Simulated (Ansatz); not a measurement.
Reaction (substitution at a C–Al bond): `[NH2][AlH][CH]([SiH3])Cl` + HBr → `[SiH3]C(Cl)Br` + `[NH2][AlH2]`

Program: Ansatz. Geometries: PBE0-D4/def2-TZVP. ΔE: electronic, gas phase. CCSD(T)/CBS is the MP2 limit (def2-TZVPP, def2-QZVPP) plus CCSD(T) − MP2 in def2-TZVPP, frozen cores. This one scheme is used for every species. DFT in def2-TZVPP. For Br outer-core shells are correlated without core-valence functions, which leaves a few kJ/mol of doubt a bond. Scalar relativity is left out up to krypton. Each species was taken in one conformer, which may not be the lowest.

```json
{"level": "ωB97M-V", "ΔE (eV)": "0.79"}
{"level": "HF/def2-TZVPP", "ΔE (eV)": "0.75"}
{"level": "HF/def2-QZVPP", "ΔE (eV)": "0.75"}
{"level": "HF/CBS(def2)", "ΔE (eV)": "0.75"}
```

(1) What does CCSD(T)/CBS give? (An estimate is asked.)

Largest T1 diagnostic among the species: 0.011.

Results:

(1) The calculation gave: +0.76 eV. The listed levels differ from it by 0.03, -0.01, -0.01, -0.01 eV.

The D4 term adds +0.03 eV with B3LYP and +0.02 eV with PBE0; it sums over pairs of atoms, weighted by their polarisabilities, and B3LYP, whose exchange is more repulsive, gets the larger term. From PBE to PBE0 (25 % exact exchange), in def2-TZVPP and without D4, ΔE moves by +0.05 eV.

B3LYP here is the variant with VWN-RPA as its local correlation; programs differ in this.
